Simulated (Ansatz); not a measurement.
Coupled-cluster run, C$_{4}$H$_{10}$BN (`CC#[N+][BH-](C)C`).

```yaml
crystal:
  periodic: [false, false, false]
  atoms:
    - {symbol: C, position_ang: [-0.419391, -1.654745, 2.588119]}
    - {symbol: C, position_ang: [-0.087353, -0.817315, 1.460931]}
    - {symbol: N, position_ang: [0.182764, -0.151085, 0.573052]}
    - {symbol: B, position_ang: [0.535099, 0.756656, -0.661335]}
    - {symbol: C, position_ang: [0.827888, -0.242497, -1.896917]}
    - {symbol: C, position_ang: [-0.720142, 1.751835, -0.872582]}
    - {symbol: H, position_ang: [-1.419077, -1.409134, 2.950287]}
    - {symbol: H, position_ang: [-0.396099, -2.704091, 2.289463]}
    - {symbol: H, position_ang: [0.300957, -1.496184, 3.392506]}
    - {symbol: H, position_ang: [1.537932, 1.337936, -0.277497]}
    - {symbol: H, position_ang: [1.640657, -0.950502, -1.704226]}
    - {symbol: H, position_ang: [-0.056469, -0.820496, -2.191162]}
    - {symbol: H, position_ang: [1.123895, 0.349769, -2.768375]}
    - {symbol: H, position_ang: [-0.494876, 2.435331, -1.697160]}
    - {symbol: H, position_ang: [-1.639996, 1.219599, -1.143400]}
    - {symbol: H, position_ang: [-0.938789, 2.372523, 0.002593]}
basis:
  gaussian: {orbitals: def2-TZVPP}
correlation: {method: ccsd_t}
output: {orbitals: {seedname: orbitals}}
```

```sh
$ ansatz run in.yaml --threads 4 --pin off --events-out ev --progress --plain --max-ram 11315MiB
```

Log, shortened:

```
Functional definition: HF
1894 factors; integrals over basis functions are off by at most 9.8e-4 eV
mean field evaluation 1: about -6428.7991 eV, gradient 4.9e1 eV
mean field evaluation 2: about -6429.0711 eV, gradient 4.9e1 eV
mean field evaluation 4: about -6435.4917 eV, gradient 7.9e0 eV
mean field evaluation 8: about -6435.6734 eV, gradient 4.0e-1 eV
mean field -6435.67412352 eV, -236.5066617829 hartree, gradient 2.0e-6 eV, S^2 0.000000; 0 other end points of the search recorded, 0 dependent functions left out
6 core orbitals not correlated: weight in the atoms' cores, before any rotation towards them, 1.000 or more for the frozen orbitals, at most 0.000 for the correlated occupied ones
reference -6435.67412352 eV, -236.5066617829 hartree; 17, 17 occupied and 303, 303 virtual orbitals, 1894 factors
second order -27.24779894 eV of doubles, -0.00000000 eV of singles
cycle   1  -27.71961640 eV  change   -4.7e-1 eV  update   1.2e-1
cycle   2  -28.44475587 eV  change   -7.3e-1 eV  update   3.5e-2
cycle   3  -28.60238831 eV  change   -1.6e-1 eV  update   1.7e-2
cycle   4  -28.60038531 eV  change    2.0e-3 eV  update   4.6e-3
cycle   5  -28.60228195 eV  change   -1.9e-3 eV  update   2.5e-3
cycle   6  -28.60284768 eV  change   -5.7e-4 eV  update   6.8e-4
cycle   7  -28.60272797 eV  change    1.2e-4 eV  update   3.3e-4
cycle   8  -28.60278825 eV  change   -6.0e-5 eV  update   1.1e-4
cycle   9  -28.60276674 eV  change    2.2e-5 eV  update   4.1e-5
cycle  10  -28.60274507 eV  change    2.2e-5 eV  update   1.5e-5
perturbative correction -1.23060268 eV, -0.0452238144 hartree
Total energy: -6465.50747127 eV, -237.6030170910 hartree
```

Run time 26 min (4 threads of an Arm Neoverse V2 on a shared host); peak host memory 5.2 GiB.

The correlation energy is -29.833 eV, 4.1 % of it from (T); the T1 diagnostic reads 0.0114.
